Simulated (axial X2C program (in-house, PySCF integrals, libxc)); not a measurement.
## MgIn: bond constants with and without spin–orbit coupling

Calculated with an in-house relativistic program for diatomic molecules. Spin-free means the one-electron spin-free X2C Hamiltonian; two-component (2c) means X2C with spin–orbit coupling and atomic mean-field two-electron Coulomb and Gaunt terms, so the difference of the two also holds small scalar two-electron terms. Basis: In dyall-cv3z [11s12p9d4f1g], Mg dyall-cv3z [9s8p6d3f] (cores contracted in-house); Gaussian nuclei, density fitting, unrestricted open shells. Masses: In 114.904 u, Mg 23.985 u.

Input file and command:
```json
{
 "zs": [
  49,
  12
 ],
 "q": 0,
 "bas": [
  "dyall-cv3z",
  "dyall-cv3z"
 ],
 "levels": [
  "PBE0",
  "HF",
  "TPSS"
 ],
 "cc": true,
 "r0": 2.81,
 "thr": -2.0,
 "nmax": 90,
 "npts": 10,
 "nst": 2,
 "ntry": 6
}
```
```bash
python so2c.py task.json out
```

Keys: zs atomic numbers; q charge; bas basis sets; levels methods; cc coupled cluster on or off; r0 starting distance in Å; thr threshold in hartree for freezing inner shells (an s shell follows its p shell); nmax most natural virtual spinors; npts points on the curve; nst determinants followed; ntry starts of the search. HF also brings MP2.

State, spin-free: M_S = 1/2, Λ = 1 (beyond evenly filled blocks: π+α); electrons by block: σα: 14, σβ: 14, π+α: 7, π+β: 6, π-α: 6, π-β: 6, δ+α: 2, δ+β: 2, δ-α: 2, δ-β: 2. Fragments: In + Mg.

State, 2c: Ω = 1/2 (⟨Sz⟩ = -0.45, ⟨Lz⟩ = 0.95 at PBE0); electrons by block: 1/2: 21, -1/2: 20, 3/2: 8, -3/2: 8, 5/2: 2, -5/2: 2. Fragments: In + Mg.

```csv
Hamiltonian,level,Re (Å),ωe (cm⁻¹),Be (cm⁻¹),De (eV),k (mdyn/Å),μ (D)
spin-free,PBE0,3.006,153.0,0.09399,0.386,0.274,1.06
spin-free,CCSD(T),3.139,113.8,0.08623,n/a,0.151,n/a
spin-free,TPSS,2.984,160.4,0.09544,0.385,0.301,0.84
2c,PBE0,3.032,143.0,0.0924,n/a,0.239,0.98
2c,TPSS,2.998,154.2,0.0945,n/a,0.278,0.83
```

Correlated methods: 15 electrons correlated (number of frozen shells: In 4 s, 3 p, 1 d; Mg 2 s, 1 p), 305 virtual spin orbitals or spinors in MP2, 90 natural virtuals in coupled cluster.

Dipoles are positive if Mg is the positive end.

Occupations by symmetry block were frozen at the best pattern of an incomplete PBE0 search. De is counted from the lowest determinant-based energies of the atoms at the same level, without counterpoise correction. De is not given where an atomic determinant may have missed its ground term or J level, or where the truncated virtual space spoils (T). Density functionals use the spin component along the axis (collinear). CCSD and (T) use frozen natural virtuals with an MP2 correction for the truncation; (T) itself is uncorrected, so its De runs slightly low. PBE0 can misorder states that lie within some tenths of an eV, so this need not be the ground state of the molecule. The nearest other spin-free determinant of the search, M_S = 1/2, Λ = 0, lies 0.20 eV up at the distance of the search. Without a current term, density functionals place determinants with orbital angular momentum somewhat too high. The atomic limit has a lower orbital projection than the molecule and lies lower at mean-field level, so De may be about a tenth of an eV too small. The determinant is spin-polarised beyond a pure state at some levels (its spin-free form has ⟨S²⟩ too high), which makes Re and μ there less reliable. The T1 diagnostic is large, a sign of multireference character.

No reliable constants came from CCSD (2c), CCSD (spin-free), CCSD(T) (2c), HF (2c), HF (spin-free), MP2 (2c), MP2 (spin-free): no minimum in range, unconverged points, a curve that is not smooth, a change of character along it, or the two Hamiltonians disagreeing along it.

Rough cost a point (2c) on 1 thread(s) of a shared host, integrals apart: PBE0 1.3 s, TPSS 1.2 s.

The whole task took 4.6 min on 1 thread of Arm Neoverse V1 (shared host).
